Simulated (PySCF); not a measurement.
**Correlation energy of Ag⁺ (silver, charge +1)**

[Kr] 4d9 5s1, high-spin 3D determinant (an excited configuration). Computed with PySCF 2.14 in x2c-TZVPPall with one added diffuse shell each of s, p, d, f type (9s7p7d3f1g, 95 functions), with scalar relativity by spin-free X2C-1e. Frozen: [Ar] 3d10; 18 electrons correlated.

| level | correlation energy (mhartree) |
| --- | --- |
| CCSD | -585.48 |
| (T) | -14.84 |
| CCSD(T) | -600.32 |

Diagnostics: T1 = 0.0089, D1 = 0.0419, largest double amplitude 0.021.

Cost of the coupled-cluster step: of the order of 120 core-seconds, for 18 correlated electrons.

Iterations:

```
CC2 = 0
CCSD nocc = (np.int64(10), np.int64(8)), nmo = (81, 81)
frozen orbitals [[0, 1, 2, 3, 4, 5, 6, 7, 8, 9, 10, 11, 12, 13], [0, 1, 2, 3, 4, 5, 6, 7, 8, 9, 10, 11, 12, 13]]
max_cycle = 100
direct = 0
conv_tol = 1e-08
conv_tol_normt = 1e-06
diis_space = 8
diis_start_cycle = 0
Init t2, MP2 energy = -0.604926265903172
Init E_corr(UCCSD) = -0.604926265903891
cycle = 1  E_corr(UCCSD) = -0.57428817849894  dE = 0.0306380874  norm(t1,t2) = 0.0607059
cycle = 2  E_corr(UCCSD) = -0.585807019575581  dE = -0.0115188411  norm(t1,t2) = 0.0150841
cycle = 3  E_corr(UCCSD) = -0.585044107745426  dE = 0.00076291183  norm(t1,t2) = 0.00656766
cycle = 4  E_corr(UCCSD) = -0.585433929093353  dE = -0.000389821348  norm(t1,t2) = 0.00232263
cycle = 5  E_corr(UCCSD) = -0.585505710479465  dE = -7.17813861e-05  norm(t1,t2) = 0.000379606
cycle = 6  E_corr(UCCSD) = -0.585471564010538  dE = 3.41464689e-05  norm(t1,t2) = 0.000204055
cycle = 7  E_corr(UCCSD) = -0.585475005252192  dE = -3.44124165e-06  norm(t1,t2) = 9.454e-05
cycle = 8  E_corr(UCCSD) = -0.585481108241697  dE = -6.1029895e-06  norm(t1,t2) = 3.37764e-05
cycle = 9  E_corr(UCCSD) = -0.585479459932756  dE = 1.64830894e-06  norm(t1,t2) = 1.14583e-05
cycle = 10  E_corr(UCCSD) = -0.585479116219541  dE = 3.43713215e-07  norm(t1,t2) = 2.97826e-06
cycle = 11  E_corr(UCCSD) = -0.585479242874413  dE = -1.26654872e-07  norm(t1,t2) = 1.04729e-06
cycle = 12  E_corr(UCCSD) = -0.585479241971692  dE = 9.02720454e-10  norm(t1,t2) = 3.98973e-07
UCCSD converged
E(UCCSD) = -5313.003648471779  E_corr = -0.5854792419716922
UCCSD(T) correction = -0.0148362398236002
```

This basis was not built for core-valence correlation, so the inner-shell part is incomplete.
